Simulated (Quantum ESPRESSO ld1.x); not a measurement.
Task: Coherent X-ray form factor from a spherical all-electron density. All-electron calculation, scalar-relativistic Kohn-Sham, LDA (Slater exchange, VWN5 correlation), spin-polarised, spherical densities, point nucleus. Program: ld1.x of Quantum ESPRESSO 7.5.

sin(theta)/lambda (1/angstrom)  f0 (electrons)
0.05                                    26.359
0.1                                     24.786
0.15                                    22.892
0.2                                     21.021
0.25                                    19.260
0.3                                     17.611
0.4                                     14.655
0.5                                     12.221
0.6                                     10.344
0.8                                      7.983
1                                        6.742
1.25                                     5.762
1.5                                      4.921
2                                        3.414

The species is in the configuration that NIST lists as its ground one. Which atom or ion scatters so?

Result: Neutral cobalt, [Ar] 3d7 4s2. Extrapolating in s^2 from the first two rows gives f0(0) = 26.9, near the electron count 27; among species with that count, the fall with angle is slower the higher Z, and the table is that of Z = 27; from so few rows the species is fixed only to a neighbour or two.
